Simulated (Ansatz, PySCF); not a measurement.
Process, species as SMILES: CN(C)B(Br)Br + 2 B (BH3) + 2 N (NH3) → 2 BBr (BH2Br) [bromoborane] + BN (BNH4) + 2 CN (CH5N) [methanamine]
Geometries: B3LYP-D3(BJ)/def2-TZVP minima from Ansatz (a quantum-chemistry and plane-wave program), one conformer each, not searched for the lowest. Frequencies are from Ansatz or PySCF.
Geometry of the first species:
```
N
B 1 1.3855
C 1 1.4596 2 124.20
H 3 1.0840 1 110.86 2 0.00
H 3 1.0934 4 108.99 1 121.10
H 3 1.0934 4 108.99 5 117.81
C 1 1.4596 2 124.20 3 -180.00
H 7 1.0840 1 110.86 2 0.00
H 7 1.0934 8 108.99 1 -121.10
H 7 1.0934 8 108.99 9 -117.81
Br 2 1.9465 1 122.16 3 180.00
Br 2 1.9465 1 122.16 3 0.00
```

Quantity: bond separation energy (enthalpy at 298 K, with B3LYP-D3(BJ) rigid-rotor harmonic-oscillator terms), in kcal/mol. Cores are frozen in the correlated levels unless marked. Spin-orbit coupling is left out. Frozen are the shells of the preceding noble gas and the d and f shells that filled before the atom's block. Non-relativistic. CBS marks a two-point X^-3 extrapolation of the correlation energy; Hartree-Fock from the larger set. The bracket is a focal-point correction in the basis named.

```tsv
level	program	bond separation energy (kcal/mol)	minus last row
HF/cc-pVDZ	Ansatz	-6.4	-7.4
PBE-D4/def2-TZVPD	Ansatz + dftd4	-2.4	-3.4
revPBE/def2-TZVPD	Ansatz	-7.7	-8.7
r2SCAN/def2-TZVPD	Ansatz	-2.3	-3.3
r2SCAN-D4/def2-TZVPD	Ansatz + dftd4	-1.3	-2.3
PBE0/STO-3G	Ansatz	-13.8	-14.8
BHLYP-D3(BJ)/def2-TZVPD	Ansatz + dftd3	-0.7	-1.7
r2SCANh/def2-TZVPD	Ansatz	-2.3	-3.3
HSE06-D4/def2-TZVPD	Ansatz + dftd4	-1.5	-2.5
B2GP-PLYP/def2-TZVPD	Ansatz	-1.2	-2.2
MP2/6-31G	Ansatz	-0.2	-1.2
SCS-MP2/6-31G	Ansatz	-1.0	-2.0
SCS-MP2/6-31G*	Ansatz	0.1	-0.9
RI-MP2/CBS(cc-pVTZ,cc-pVQZ)+[CCSD(T)-MP2]/cc-pVTZ	Ansatz	0.8	-0.2
RI-MP2/CBS(aug-cc-pVTZ,aug-cc-pVQZ)+[CCSD(T)-MP2]/aug-cc-pVTZ	Ansatz	1.0	0.0
```
